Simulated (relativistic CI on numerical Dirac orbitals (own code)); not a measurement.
# d6 in a ligand field

Computed with a parametric ligand-field model of a d^n configuration (Racah B and C, spin-orbit zeta, crystal field), exact diagonalisation.

Field parameters in Wybourne normalisation: D3d B²₀ = −7Dσ, B⁴₀ = −14Dq − 21Dτ, B⁴₃ = −14√(10/7) Dq; Oh B⁴₀ = 21Dq, B⁴₄ = √(5/14) B⁴₀. The field is a parameter set, without covalency.

Q: Ground term and bands for B = 540, C = 2630, ζ = 0 cm⁻¹, D3d, 10Dq = 20050, Dσ = 1200, Dτ = 400 cm⁻¹?

A: Ground term 1A1 with 0.04 electrons in the two orbitals of the cubic e set. Spin-allowed: 1A2 17846 cm⁻¹ (560 nm), 1E 19812 cm⁻¹ (505 nm), 1A1 25552 cm⁻¹ (391 nm), 1E 29016 cm⁻¹ (345 nm). Lowest spin-forbidden: 3A2 12312 cm⁻¹ (812 nm), 3E 13697 cm⁻¹ (730 nm), 3A1 16126 cm⁻¹ (620 nm).

Q: Ground term and bands for B = 870, C = 4390, ζ = 0 cm⁻¹, D3d, 10Dq = 11400, Dσ = -1200, Dτ = -10 cm⁻¹?

A: Ground term 5E with 2.02 electrons in the two orbitals of the cubic e set. Spin-allowed: 5A1 3885 cm⁻¹ (2574 nm), 5E 13021 cm⁻¹ (768 nm). Lowest spin-forbidden: 3E 13213 cm⁻¹ (757 nm), 1A1 14049 cm⁻¹ (712 nm), 3A2 14695 cm⁻¹ (681 nm).

Q: Ground term and bands for B = 840, C = 3340, ζ = 0 cm⁻¹, D3d, 10Dq = 14150, Dσ = -1200, Dτ = -360 cm⁻¹?

A: Ground term 5E with 2.00 electrons in the two orbitals of the cubic e set. Spin-allowed: 5A1 6049 cm⁻¹ (1653 nm), 5E 14847 cm⁻¹ (674 nm). Lowest spin-forbidden: 1A1 4778 cm⁻¹ (2093 nm), 3E 6495 cm⁻¹ (1540 nm), 3A2 10162 cm⁻¹ (984 nm).

Q: A d6 ion in Oh symmetry has the ground term 1A1 and bands at 3T1 24830 cm⁻¹ (403 nm), 3T2 29742 cm⁻¹ (336 nm), 1T1 30091 cm⁻¹ (332 nm), 1T2 39943 cm⁻¹ (250 nm), 5T2 41632 cm⁻¹ (240 nm), 1T2 61437 cm⁻¹ (163 nm), 1E 61498 cm⁻¹ (163 nm). Which parameters reproduce them?

A: B = 700, C = 2450, ζ = 0 cm⁻¹, Oh, 10Dq = 31850 cm⁻¹.

Q: Ground term and bands for B = 690, C = 2640, ζ = 0 cm⁻¹, D3d, 10Dq = 22600, Dσ = -260, Dτ = 40 cm⁻¹?

A: Ground term 1A1 with 0.04 electrons in the two orbitals of the cubic e set. Spin-allowed: 1E 20960 cm⁻¹ (477 nm), 1A2 21153 cm⁻¹ (473 nm), 1A1 29998 cm⁻¹ (333 nm), 1E 30258 cm⁻¹ (330 nm). Lowest spin-forbidden: 3E 15250 cm⁻¹ (656 nm), 3A2 15437 cm⁻¹ (648 nm), 3A1 19806 cm⁻¹ (505 nm).
